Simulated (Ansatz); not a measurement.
`C=CS[SiH2]C` + silanol → `C[SiH2]O[SiH3]` + `C=CS`  (ligand exchange at the Si–S bond)

Gas-phase electronic energies from Ansatz, PBE0-D4/def2-TZVP geometries. CBS: MP2 limit from def2 TZ/QZ plus the TZ coupled-cluster correction, frozen cores. This one scheme is used for every species. DFT in def2-TZVPP. Each species was taken in one conformer, which may not be the lowest.

```tsv
species	revPBE energy (Eh)
`C=CS[SiH2]C`	-806.72236
`O[SiH3]`	-367.10867
`C[SiH2]O[SiH3]`	-697.11521
`C=CS`	-476.73132
```

Question: Work out ΔE.

Answer: ΔE = (-697.11521) + (-476.73132) − (-806.72236) − (-367.10867) = -0.01550 Eh = -9.7 kcal/mol. CCSD(T)/CBS gives -12.5 kcal/mol.

Largest T1 diagnostic among the species: 0.012.

The D4 term adds +0.8 kcal/mol with B3LYP and +0.4 kcal/mol with PBE0; it sums over pairs of atoms, weighted by their polarisabilities, and B3LYP, whose exchange is more repulsive, gets the larger term. In def2-TZVPP, CCSD(T) changes the Hartree–Fock value by +5.0 kcal/mol (the triples alone add +1.1 kcal/mol) and MP2 by +6.1 kcal/mol. Leaving LDA and LC-ωPBE aside and taking each functional with its dispersion term where it has one, the values, not all of them listed here, spread over 6.3 kcal/mol, from BHLYP-D4 to revPBE-D4.

B3LYP here is the variant with VWN-RPA as its local correlation; programs differ in this.
